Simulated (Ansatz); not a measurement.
`C[O][Ga]([OH])[F]` → `[OH][GaH][F]` + `C=O` at 298.15 K and 1 bar (β-hydride elimination).

Calculated with Ansatz (gas phase, PBE0-D4/def2-TZVP geometries, no zero-point term in ΔE). CCSD(T)/CBS is the MP2 limit (def2-TZVPP, def2-QZVPP) plus CCSD(T) − MP2 in def2-TZVPP, frozen cores. This one scheme is used for every species. For Ga outer-core shells are correlated without core-valence functions, which leaves a few kJ/mol of doubt a bond. Scalar relativity is left out up to krypton. Each species was taken in one conformer, which may not be the lowest.

```csv
species,CCSD(T)/CBS energy (Eh),H − E (kJ/mol),S (J/(mol·K))
`C[O][Ga]([OH])[F]`,-2214.62785,173.5,365.9
`[OH][GaH][F]`,-2100.17635,72.9,288.6
`C=O`,-114.39408,80.1,218.6
```

H − E and S are ideal-gas, rigid-rotor, harmonic terms from PBE0-D4/def2-TZVP, for one conformer and one mirror image of each species. 1 Eh = 2625.50 kJ/mol, R = 8.31446 J/(mol·K).

Question: By hand: ΔE, ΔH, ΔS and ΔG.

Answer: ΔE = (-2100.17635) + (-114.39408) − (-2214.62785) = 0.05742 Eh = 150.8 kJ/mol. Δ(H − E) = 72.9 + 80.1 − 173.5 = -20.5, so ΔH = 130.3 kJ/mol. ΔS = 288.6 + 218.6 − 365.9 = 141.3 J/(mol·K). ΔG = 130.3 − 298.15 × (141.3)/1000 = 88.2 kJ/mol.

Question: By hand: the equilibrium constant, and the temperature at which ΔG would vanish if ΔH and ΔS stayed fixed.

Answer: log₁₀ K = −ΔG/(RT ln 10) = -15.5. ΔG = 0 at ΔH/ΔS = 922 K.

The number of gas molecules changes by +1, which sets the sign of ΔS. A doubt of 5 kJ/mol in ΔE shifts log₁₀ K by 0.9 here. Other conformers and mirror images would add mixing entropy, several J/(mol·K) or more a flexible species. Modes under 60 cm⁻¹, often nearly free rotors, make the harmonic entropy too high. These are equilibria of isolated gas molecules and say nothing of rates. Largest T1 diagnostic: 0.015 (customary marks: 0.02 for closed shells, 0.045 for open ones).
